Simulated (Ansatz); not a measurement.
One change: `CN[SiH2]OC` becomes `CO[SiH3]`.

Ansatz, PBE0-D4/def2-TZVP geometries, multiplicity 1. Each molecule was computed in one conformer, which needn't be the lowest.

| property | `CN[SiH2]OC` |
| --- | --- |
| HOMO–LUMO gap (B3LYP/def2-TZVPP) / eV | 7.22 |
| LUMO energy (PBE0/def2-TZVPP) / eV | 0.80 |
| LUMO energy (B3LYP/def2-TZVPP) / eV | 0.51 |
| LUMO energy (PBE/def2-TZVPP) / eV | -0.02 |
| HOMO energy (PBE0/def2-TZVPP) / eV | -6.94 |
| size of the dipole moment (B3LYP/def2-TZVPP) / D | 1.91 |

(1) Give the same properties after the change, and the shifts. (An estimate is asked.)

## Answers

(1) Computed: 
```csv
property,`CO[SiH3]`,shift
HOMO–LUMO gap (B3LYP/def2-TZVPP) / eV,8.03,0.81
LUMO energy (PBE0/def2-TZVPP) / eV,0.29,-0.51
LUMO energy (B3LYP/def2-TZVPP) / eV,0.06,-0.45
LUMO energy (PBE/def2-TZVPP) / eV,-0.59,-0.57
HOMO energy (PBE0/def2-TZVPP) / eV,-8.19,-1.25
size of the dipole moment (B3LYP/def2-TZVPP) / D,1.10,-0.81
```

With PBE0 the HOMO falls by 1.25 eV and the LUMO falls by 0.51 eV, so the gap widens by about 0.74 eV. PBE moves the HOMO by -1.10 eV and ωB97M-V by -1.25 eV. Dipoles are sizes alone; their direction can turn.

B3LYP here is the variant with VWN-RPA as its local correlation; programs differ in this.
